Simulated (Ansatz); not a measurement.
Consider the ligand exchange at the Si–C bond: `[SiH3]CN[SiH3]` + `CC[Si]O` → `CC[Si]O[SiH3]` + `CN[SiH3]`.

Calculated with Ansatz (gas phase, PBE0-D4/def2-TZVP geometries, no zero-point term in ΔE). CCSD(T)/CBS is the MP2 limit (def2-TZVPP, def2-QZVPP) plus CCSD(T) − MP2 in def2-TZVPP, frozen cores. DFT in def2-TZVPP. HSE06 is defined as in plane-wave codes. Each species was taken in one conformer, which may not be the lowest.

`[SiH3]CN[SiH3]`:

Z-matrix (Å, degrees):
```
Si
C 1 1.886
H 1 1.486 2 110.5
H 1 1.488 2 110.8 3 121.6
H 1 1.490 2 108.6 3 -118.9
N 2 1.454 1 110.9 3 65.5
H 2 1.101 1 110.1 3 -168.2
H 2 1.097 1 107.4 3 -53.4
Si 6 1.719 2 122.7 1 -154.7
H 6 1.008 2 114.0 1 51.3
H 9 1.488 6 108.6 2 56.1
H 9 1.495 6 114.6 2 -63.2
H 9 1.486 6 107.4 2 176.1
```

`CC[Si]O`:

Cartesian coordinates in Å:
```
C 0.144 0.939 -0.306
C -0.636 -0.343 -0.556
Si -0.337 -1.864 0.568
O 0.825 -1.310 1.606
H 1.223 0.780 -0.398
H -0.117 1.729 -1.015
H -0.048 1.340 0.694
H -1.720 -0.159 -0.513
H -0.476 -0.707 -1.582
H 1.142 -0.406 1.503
```

`CC[Si]O[SiH3]`:

Cartesian coordinates in Å:
```
C 0.671 -0.853 1.273
C -0.769 -1.058 0.795
Si -0.865 -1.421 -1.075
O -0.367 0.022 -1.704
Si 0.089 1.587 -1.501
H 1.136 0.016 0.800
H 1.301 -1.718 1.045
H 0.720 -0.696 2.353
H -1.374 -0.169 1.019
H -1.229 -1.894 1.334
H -0.414 2.124 -0.208
H 1.572 1.668 -1.518
H -0.471 2.392 -2.613
```

`CN[SiH3]`:

```xyz
10

C     1.100   -0.494   -0.707
N     0.107    0.512   -0.396
Si   -1.048    0.330    0.860
H     1.974   -0.045   -1.185
H     1.448   -0.962    0.218
H     0.729   -1.295   -1.360
H    -0.146    1.086   -1.183
H    -0.326    0.051    2.132
H    -2.027   -0.785    0.671
H    -1.810    1.602    0.950
```

```csv
level,ΔE (kJ/mol),difference from CCSD(T)/CBS
BLYP-D4,-104.7,2.3
r2SCAN0-D4,-106.0,1.0
PBE,-88.0,19.0
r2SCAN,-102.0,5.0
PBE0,-95.3,11.7
r2SCAN0,-105.3,1.7
HSE06,-95.1,11.9
MP2/def2-SVP,-102.5,4.5
HF/def2-TZVPP,-130.1,-23.1
MP2/def2-QZVPP,-109.1,-2.1
CCSD(T)/CBS,-107.0,0
```

Largest T1 diagnostic among the species: 0.013.

From PBE to PBE0 (25 % exact exchange), in def2-TZVPP and without D4, ΔE moves by −7.3 kJ/mol. In def2-TZVPP, CCSD(T) changes the Hartree–Fock value by +23.4 kJ/mol (the triples alone add +3.4 kJ/mol) and MP2 by +21.9 kJ/mol.

CCSD(T)/CBS has its own doubt, a few kJ/mol and more with outer-core shells, so smaller differences from it don't rank the levels.
